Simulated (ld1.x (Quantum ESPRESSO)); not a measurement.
# An all-electron radial function and its pseudo partner (Rb)

Columns: radius, all-electron u(r) and pseudo u(r) of the 4s shell (level -33.08 eV) of rubidium in the configuration [Ar] 3d10 4s2 4p6 4d1 5s0 5p0; LDA (PZ), scalar-relativistic, TM scheme, ld1.x (Quantum ESPRESSO) 7.5.

```json
{"r (bohr)": "0.229", "all-electron": "0.0952", "pseudo": "-0.2237"}
{"r (bohr)": "0.458", "all-electron": "0.4151", "pseudo": "-0.4335"}
{"r (bohr)": "0.687", "all-electron": "-0.2000", "pseudo": "-0.6154"}
{"r (bohr)": "0.916", "all-electron": "-0.7125", "pseudo": "-0.7547"}
{"r (bohr)": "1.145", "all-electron": "-0.9258", "pseudo": "-0.8355"}
{"r (bohr)": "1.374", "all-electron": "-0.9279", "pseudo": "-0.8452"}
{"r (bohr)": "1.603", "all-electron": "-0.8240", "pseudo": "-0.7845"}
{"r (bohr)": "1.832", "all-electron": "-0.6839", "pseudo": "-0.6732"}
{"r (bohr)": "2.061", "all-electron": "-0.5443", "pseudo": "-0.5431"}
{"r (bohr)": "2.290", "all-electron": "-0.4214", "pseudo": "-0.4213"}
{"r (bohr)": "2.519", "all-electron": "-0.3199", "pseudo": "-0.3199"}
{"r (bohr)": "2.748", "all-electron": "-0.2394", "pseudo": "-0.2394"}
{"r (bohr)": "2.977", "all-electron": "-0.1773", "pseudo": "-0.1773"}
{"r (bohr)": "3.206", "all-electron": "-0.1301", "pseudo": "-0.1301"}
{"r (bohr)": "3.435", "all-electron": "-0.0950", "pseudo": "-0.0950"}
{"r (bohr)": "3.664", "all-electron": "-0.0689", "pseudo": "-0.0689"}
{"r (bohr)": "3.893", "all-electron": "-0.0498", "pseudo": "-0.0498"}
{"r (bohr)": "4.122", "all-electron": "-0.0359", "pseudo": "-0.0359"}
{"r (bohr)": "4.351", "all-electron": "-0.0258", "pseudo": "-0.0258"}
{"r (bohr)": "4.580", "all-electron": "-0.0185", "pseudo": "-0.0185"}
{"r (bohr)": "4.809", "all-electron": "-0.0132", "pseudo": "-0.0132"}
{"r (bohr)": "5.038", "all-electron": "-0.0095", "pseudo": "-0.0095"}
{"r (bohr)": "5.267", "all-electron": "-0.0068", "pseudo": "-0.0068"}
{"r (bohr)": "5.496", "all-electron": "-0.0048", "pseudo": "-0.0048"}
{"r (bohr)": "5.725", "all-electron": "-0.0034", "pseudo": "-0.0034"}
{"r (bohr)": "5.954", "all-electron": "-0.0024", "pseudo": "-0.0024"}
```

(1) How many radial nodes do the two functions have?

(2) At about which radius was the pseudo-wave matched?

(3) Is the pseudo-wave norm-conserving?

Results:

(1) The all-electron 4s function has n − l − 1 = 3 (the table is too coarse to show those close to the nucleus); the pseudo-wave has 0, since the states of the same l below it are removed with the core.

(2) 2.44 bohr, where the columns begin to agree (steps of 0.23 bohr).

(3) Yes: the TM scheme keeps the norm inside the radius equal to the all-electron one, which fixes the energy derivative of the logarithmic derivative at the level.
